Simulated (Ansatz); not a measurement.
`CO[Si](F)(S)Cl` + H₂ → `CO[SiH](F)S` + HCl  (hydrogenolysis of the Si–Cl bond)

Computed with Ansatz on PBE0-D4/def2-TZVP structures; ΔE is electronic, products minus reactants. CBS: MP2 limit from def2 TZ/QZ plus the TZ coupled-cluster correction, frozen cores. This one scheme is used for every species. Functionals use def2-TZVPP. Each species was taken in one conformer, which may not be the lowest.

CCSD(T)/CBS gives +87.2 kJ/mol.

(1) Another level gave +88.7 kJ/mol. Which?
A. ωB97M-V/def2-TZVPP
B. CCSD/def2-TZVPP
C. B2PLYP/def2-TZVPP
D. r2SCAN-D4/def2-TZVPP

Largest T1 diagnostic among the species: 0.012.

Results:

(1) A. ωB97M-V 88.7, r2SCAN-D4 94.2, CCSD/def2-TZVPP 77.0, B2PLYP 81.1 kJ/mol.

The D4 term adds +13.2 kJ/mol with B3LYP and +7.1 kJ/mol with PBE0; it sums over pairs of atoms, weighted by their polarisabilities, and B3LYP, whose exchange is more repulsive, gets the larger term. In def2-TZVPP, CCSD(T) changes the Hartree–Fock value by +13.1 kJ/mol (the triples alone add +4.5 kJ/mol) and MP2 by +23.5 kJ/mol.

B3LYP here is the variant with VWN-RPA as its local correlation; programs differ in this.
